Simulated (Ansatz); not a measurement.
```yaml
crystal:
  periodic: [false, false, false]
  atoms:
    - {symbol: Nd, position_ang: [0.001140, -0.000946, 0.000539]}
    - {symbol: N, position_ang: [-0.002631, 0.014645, 2.596761]}
    - {symbol: H, position_ang: [0.838952, 0.413327, 3.038234]}
    - {symbol: H, position_ang: [-0.079950, -0.910238, 3.044839]}
    - {symbol: H, position_ang: [-0.766503, 0.547238, 3.038181]}
    - {symbol: N, position_ang: [-0.016638, -0.012386, -2.595306]}
    - {symbol: H, position_ang: [-0.836864, -0.460361, -3.029657]}
    - {symbol: H, position_ang: [0.774096, -0.496425, -3.045257]}
    - {symbol: H, position_ang: [0.000159, 0.916367, -3.041709]}
    - {symbol: N, position_ang: [2.597268, -0.015907, 0.010871]}
    - {symbol: H, position_ang: [3.044186, 0.912155, -0.022392]}
    - {symbol: H, position_ang: [3.043666, -0.512716, -0.773941]}
    - {symbol: H, position_ang: [3.034859, -0.451502, 0.836032]}
    - {symbol: N, position_ang: [-2.594573, 0.014923, -0.030932]}
    - {symbol: H, position_ang: [-3.024827, 0.573077, -0.782902]}
    - {symbol: H, position_ang: [-3.049023, 0.383899, 0.817210]}
    - {symbol: H, position_ang: [-3.040509, -0.907053, -0.146080]}
    - {symbol: N, position_ang: [0.017810, 2.594532, 0.012199]}
    - {symbol: H, position_ang: [0.300071, 3.028658, 0.903273]}
    - {symbol: H, position_ang: [-0.889066, 3.043261, -0.183652]}
    - {symbol: H, position_ang: [0.647133, 3.041921, -0.670341]}
    - {symbol: N, position_ang: [-0.000611, -2.596555, 0.006502]}
    - {symbol: H, position_ang: [-0.216938, -3.039398, -0.898619]}
    - {symbol: H, position_ang: [-0.673972, -3.042473, 0.646711]}
    - {symbol: H, position_ang: [0.892776, -3.038046, 0.269446]}
basis:
  gaussian: {orbitals: def2-TZVP, initial_orbitals: start.molden}
total_charge: 3
magnetization: {spin_polarized: true, initial_magnetization: 3}
hamiltonian: {xc: {name: wB97M-V}}
scf: {omitted_lower_state_checks: [starts]}
output: {orbitals: {seedname: orbitals}}
```

The file start.molden holds the orbitals of an earlier run on this structure, at another level or in another basis.

```sh
$ ansatz run in.yaml --threads 4 --pin off --events-out ev --progress --plain --max-ram 6963MiB
```

Q: Does this run fit into the memory that it is given?

A: No. It has 387 basis functions, and Ansatz plans for 7.23 GiB where 6.79 GiB are given.
